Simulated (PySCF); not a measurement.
Species: C7H9F.
Z-matrix (Å and degrees, GFN2-xTB geometry), rows numbered from 1:
```
C 
C   1  1.3203
C   2  1.4893  1  124.36
C   3  1.5172  2  116.85  1  -128.77
C   4  1.3150  3  132.99  2    47.47
C   4  1.5057  3   92.64  2  -128.61
C   6  1.5350  4   88.19  3     9.33
F   7  1.3720  3  114.72  2  -114.06
H   1  1.0765  2  121.91  3   179.64
H   1  1.0777  2  121.78  3    -0.50
H   2  1.0827  1  120.64  3  -179.28
H   3  1.0924  2  110.63  1     1.34
H   5  1.0771  4  121.61  3  -177.22
H   5  1.0767  4  121.39  3     2.95
H   6  1.0884  4  116.84  3   128.33
H   6  1.0897  4  113.13  3  -103.79
H   7  1.0932  3  114.55  2     9.89
```

The closed-shell SCF was solved with PySCF and density fitting under several settings on one GFN2-xTB geometry (grid level 2 and gas phase unless stated).

```json
{"settings": "PBE0/pcSseg-1", "basis functions": "181", "SCF cycles": "14", "E (Eh)": "-371.4603", "HOMO (eV)": "-7.34", "LUMO (eV)": "-0.10", "dipole (D)": "1.47"}
{"settings": "CAM-B3LYP/def2-SVPD", "basis functions": "235", "SCF cycles": "14", "E (Eh)": "-371.4913", "HOMO (eV)": "-8.71", "LUMO (eV)": "0.89", "dipole (D)": "1.58"}
{"settings": "PBE0/def2-SVPD, grid level 3, energy threshold 1e-11 Eh", "basis functions": "235", "SCF cycles": "12", "E (Eh)": "-371.2522", "HOMO (eV)": "-7.38", "LUMO (eV)": "-0.21", "dipole (D)": "1.51"}
{"settings": "PBE0/cc-pVDZ, grid level 4", "basis functions": "157", "SCF cycles": "14", "E (Eh)": "-371.5215", "HOMO (eV)": "-7.19", "LUMO (eV)": "0.09", "dipole (D)": "1.29"}
```

Task: Estimate the rows for these settings: (1) BHandHLYP/6-31++G**, level shift 0.2 Eh; (2) HCTH407/def2-SVPD, grid level 3.

Result: 
```csv
settings,basis functions,SCF cycles,E (Eh),HOMO (eV),LUMO (eV),dipole (D)
"BHandHLYP/6-31++G**, level shift 0.2 Eh",198,12,-371.7407,-8.28,0.34,1.67
"HCTH407/def2-SVPD, grid level 3",235,15,-371.6452,-6.42,-1.33,1.43
```

Task: Over all rows, what range does the HOMO–LUMO gap span?

Result: From 5.09 eV (HCTH407/def2-SVPD, grid level 3) to 9.60 eV (CAM-B3LYP/def2-SVPD). The functional of the narrowest has no exact exchange, that of the widest range-separated exact exchange.

Task: And the dipole moment?

Result: From 1.29 D (PBE0/cc-pVDZ, grid level 4) to 1.67 D (BHandHLYP/6-31++G**, level shift 0.2 Eh); the largest is 1.29 times the smallest, and the median is 1.49 D.

Task: Compare two rows with the functional PBE0: PBE0/cc-pVDZ, grid level 4 and PBE0/pcSseg-1. Which energy is lower, and by how much?

Result: PBE0/cc-pVDZ, grid level 4 (157 functions) lies 0.0612 Eh or 38 kcal/mol below PBE0/pcSseg-1 (181 functions). The smaller set gives the lower energy; the two sets aren't nested, so the variational bound doesn't order them by size.

Cycle counts include a coarse-grid stage where the run had one. All basis functions are spherical, in the Pople sets too.

One conformer stands for the species.
